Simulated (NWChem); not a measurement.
System: CH5BrOSi; SMILES O([SiH2]Br)C

The following NWChem deck was run.

```
start job
memory heap 200 mb stack 900 mb global 1100 mb
geometry units angstroms noautosym nocenter noautoz
  Si     0.978842    -0.567451     0.039131
  Br    -0.147516     1.360049    -0.008431
  O      0.028321    -1.814321    -0.467793
  C     -1.161516    -2.248603     0.138336
  H      2.110771    -0.478680    -0.911805
  H      1.420941    -0.757301     1.449915
  H     -1.005442    -2.533505     1.194532
  H     -1.526749    -3.131779    -0.405690
  H     -1.942280    -1.469343     0.100473
end
basis spherical
  * library def2-svp
end
dft
  xc pbe0
  iterations 150
end
cosmo
  do_cosmo_smd true
  solvent hexane
end
task dft energy
```

Excerpt of the output:

```
             Northwest Computational Chemistry Package (NWChem) 7.3.0
             --------------------------------------------------------

                             Geometry "geometry" -> ""
                             -------------------------

 Output coordinates in angstroms (scale by  1.889725989 to convert to a.u.)

  No.       Tag          Charge          X              Y              Z
 ---- ---------------- ---------- -------------- -------------- --------------
    1 Si                  14.0000     0.97884200    -0.56745100     0.03913100
    2 Br                  35.0000    -0.14751600     1.36004900    -0.00843100
    3 O                    8.0000     0.02832100    -1.81432100    -0.46779300
    4 C                    6.0000    -1.16151600    -2.24860300     0.13833600
    5 H                    1.0000     2.11077100    -0.47868000    -0.91180500
    6 H                    1.0000     1.42094100    -0.75730100     1.44991500
    7 H                    1.0000    -1.00544200    -2.53350500     1.19453200
    8 H                    1.0000    -1.52674900    -3.13177900    -0.40569000
    9 H                    1.0000    -1.94228000    -1.46934300     0.10047300

 Effective nuclear repulsion energy (a.u.)     327.0714905437

                                 NWChem DFT Module
                                 -----------------

 Summary of "ao basis" -> "ao basis" (spherical)
 ------------------------------------------------------------------------------
       Tag                 Description            Shells   Functions and Types
 ---------------- ------------------------------  ------  ---------------------
 Si                         def2-svp                 8       18   4s3p1d
 Br                         def2-svp                12       32   5s4p3d
 O                          def2-svp                 6       14   3s2p1d
 C                          def2-svp                 6       14   3s2p1d
 H                          def2-svp                 3        5   2s1p

 in cosmo_initialize ...
 calling solv_data for solv:hexane

 solvent parameters
 solvname_short: hexane
 solvname_long:  n-hexane
 dielec:        1.8819
 dielecinf:     1.8903
 nonaqueous SMD model solvent descriptors
 dielec:        1.8819
 sola:          0.0000
 solb:          0.0000
 solc:          0.0000
 solg:         25.7500
 solh:          0.0000
 soln:          1.3749

[...]

                                COSMO-SMD solvation results
                                ---------------------------

             internal energy in gas <Psi(g)|H|Psi(g)> =     -2979.014102915148
         internal energy in solvent <Psi(s)|H|Psi(s)> =     -2979.014037594612
                               delta internal energy  =         0.000065320536 (    0.04 kcal/mol)
   total free energy in solvent <Psi(s)|H+V/2|Psi(s)> =     -2979.015510169193
 polarization energy contribution <Psi(s)|V/2|Psi(s)> =        -0.001472574580 (   -0.92 kcal/mol)
    total free energy in solvent including G(SMD-CDS) =     -2979.018818363140
                       G(SMD-CDS) energy contribution =        -0.003308193948 (   -2.08 kcal/mol)
     1 M fixed-concentration free energy of solvation =        -0.004715447993 (   -2.96 kcal/mol)

                       DFT Final Molecular Orbital Analysis
                       ------------------------------------

 Vector   32  Occ=2.000000D+00  E=-3.147146D-01
              MO Center= -1.4D-01,  5.8D-02, -1.5D-02, r^2= 4.1D+00
   Bfn.  Coefficient  Atom+Function         Bfn.  Coefficient  Atom+Function
  ----- ------------  ---------------      ----- ------------  ---------------
    33      0.449802  2 Br px                30      0.391509  2 Br px
    56      0.276679  3 O  pz                27     -0.260746  2 Br px
    59      0.213386  3 O  pz                54      0.151099  3 O  px
    89     -0.151024  7 H  s                 34      0.129815  2 Br py
    31      0.114864  2 Br py                57      0.108794  3 O  px

 Vector   33  Occ=2.000000D+00  E=-3.079587D-01
              MO Center= -2.1D-01, -4.5D-01, -1.0D-01, r^2= 4.1D+00
   Bfn.  Coefficient  Atom+Function         Bfn.  Coefficient  Atom+Function
  ----- ------------  ---------------      ----- ------------  ---------------
    55      0.326991  3 O  py                34      0.303052  2 Br py
    31      0.261827  2 Br py                58      0.246409  3 O  py
    54     -0.210580  3 O  px                33      0.209419  2 Br px
    30      0.191437  2 Br px                28     -0.173328  2 Br py
    56     -0.173423  3 O  pz                35      0.168409  2 Br pz

 Vector   34  Occ=2.000000D+00  E=-3.025704D-01
              MO Center=  2.1D-01,  6.9D-01,  7.1D-02, r^2= 3.4D+00
   Bfn.  Coefficient  Atom+Function         Bfn.  Coefficient  Atom+Function
  ----- ------------  ---------------      ----- ------------  ---------------
    35      0.520618  2 Br pz                32      0.453733  2 Br pz
    29     -0.301383  2 Br pz                84     -0.193530  6 H  s
    85     -0.165720  6 H  s                 79      0.152131  5 H  s
    56      0.150231  3 O  pz                80      0.143688  5 H  s
    59      0.109397  3 O  pz                10     -0.107067  1 Si pz

 Vector   35  Occ=0.000000D+00  E= 2.408972D-02
              MO Center=  9.5D-01, -2.1D-01,  1.2D-01, r^2= 4.0D+00
   Bfn.  Coefficient  Atom+Function         Bfn.  Coefficient  Atom+Function
  ----- ------------  ---------------      ----- ------------  ---------------
    12      1.026814  1 Si py                34      0.506496  2 Br py
     4      0.503194  1 Si s                 23     -0.499010  2 Br s
    33     -0.438343  2 Br px                 3      0.403546  1 Si s
     9      0.313778  1 Si py                53      0.305072  3 O  s
    85     -0.299427  6 H  s                 80     -0.288383  5 H  s

[...]
```

Level: PBE0/def2-SVP, SMD on the gas-phase geometry. Structure relaxed at the PBE0/def2-SVP level. Solvent: n-hexane.
